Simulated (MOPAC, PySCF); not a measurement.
C3H5N, SMILES `CC#CN`, neutral singlet in the gas phase. 

Cartesian coordinates (Å):
```xyz
9

C     -1.7325    -0.1320     0.5432
C     -0.3075    -0.0119     0.2656
C      0.8679     0.0876     0.0319
N      2.1757     0.2065    -0.3022
H     -2.2738     0.7487     0.1891
H     -1.9378    -0.2427     1.6110
H     -2.1559    -0.9996     0.0312
H      2.7331    -0.6181    -0.1293
H      2.6283     1.0382     0.0498
```
Charge 0, multiplicity 1.

All levels are single points at this geometry (B3LYP-D3(BJ)/def2-TZVP); Pople sets use spherical d functions. Orbital energies aren't observables, and empty levels follow the basis.

| level | HOMO (eV) | LUMO (eV) | gap (eV) | dipole (D) | vertical IE, Delta-SCF (eV) |
|---|---|---|---|---|---|
| B3LYP-D3(BJ)/def2-TZVP in PySCF | -5.84 | 0.57 | 6.41 | 1.28 | – |
| B3LYP/3-21G in PySCF | -5.31 | 2.11 | 7.42 | 1.58 | – |
| BP86/6-31G* in PySCF | -4.49 | 1.05 | 5.54 | 1.44 | – |
| PBE/6-31G* in PySCF | -4.39 | 1.13 | 5.51 | 1.44 | 7.95 |
| AM1 in MOPAC | -9.05 | 1.85 | 10.90 | 1.44 | – |
| PM3 in MOPAC | -8.70 | 1.71 | 10.41 | 1.15 | – |
